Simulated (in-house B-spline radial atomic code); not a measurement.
A radial electron density 4πr²n(r) was computed for an atom or ion in its tabulated ground configuration with an all-electron radial atomic-structure program (B-spline basis); method: non-relativistic B97-1, spin-polarised, spherical fractional occupations, exact exchange averaged over the configuration. Columns: r (bohr), 4πr²n(r) (electrons per bohr), bar.

```
 0.00173    1.924 #
  0.0021    2.744 ##
 0.00254    3.862 ##
 0.00308    5.416 ####
 0.00373    7.501 #####
 0.00451    10.24 #######
 0.00546    13.81 #########
 0.00661    18.29 ############
 0.00801    23.76 ###############
 0.00969    30.03 ###################
  0.0117    36.75 ########################
  0.0142    43.61 ############################
  0.0172    49.49 ################################
  0.0208    53.45 ###################################
  0.0252    54.79 ###################################
  0.0305    53.36 ##################################
   0.037    50.14 ################################
  0.0448    47.42 ###############################
  0.0542    47.82 ###############################
  0.0656    52.79 ##################################
  0.0794    60.92 #######################################
  0.0962    67.73 ############################################
   0.116    68.06 ############################################
   0.141    60.32 #######################################
   0.171     49.7 ################################
   0.207    44.51 #############################
    0.25    47.78 ###############################
   0.303    53.41 ###################################
   0.367     51.4 #################################
   0.444    39.08 #########################
   0.538     23.7 ###############
   0.651    14.37 #########
   0.788    12.08 ########
   0.955    11.43 #######
    1.16    8.406 #####
     1.4    4.316 ###
    1.69    1.467 #
    2.05   0.2997 
    2.48  0.03573 
    3.01 0.002066 
    3.64  5.8e-05
```

Question: Which atom or ion is it?
A. Ru7+
B. Ru9+
C. Ru8+
D. Rh8+

Answer: C. The area under the curve, ∫4πr²n dr = ∫r·4πr²n d(ln r) on this logarithmic grid, is 36 electrons, which only this option has. The configuration is [Ar] 3d10 4s2 4p6.
